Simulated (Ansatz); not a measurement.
Process, species as SMILES: FB(F)[SiH3] [difluoroboranylsilane] → FB(F)[SiH2-] + H+
Each molecule is optimised on its own at B3LYP-D3(BJ)/def2-TZVP (Ansatz, a program for electronic structure), one conformer each, not searched for the lowest.

Quantity: gas-phase deprotonation energy (electronic energy difference), in kcal/mol. Valence correlation only, unless marked. Spin-orbit coupling is left out. Non-relativistic. Anions need diffuse functions: aug- sets have them; def2-D sets add few; the other sets have none. Basis-set limits of correlation are two-point, X^-3; Hartree-Fock from the larger set.

CCSD(T)/CBS(aug-cc-pV(T+d)Z,aug-cc-pV(Q+d)Z) (Ansatz) gives 362.7 kcal/mol.

Question: Another calculation gave 359.1 kcal/mol. Which level was it?
A. B2PLYP/def2-TZVPD (Ansatz)
B. SVWN5/def2-TZVPD (Ansatz)
C. B97M-V/def2-TZVPD (Ansatz)
D. wB97X-V/def2-TZVPD (Ansatz)

Answer: C, B97M-V/def2-TZVPD (Ansatz). The others give 362.7 (B2PLYP), 348.2 (SVWN5), 365.4 (wB97X-V) kcal/mol.
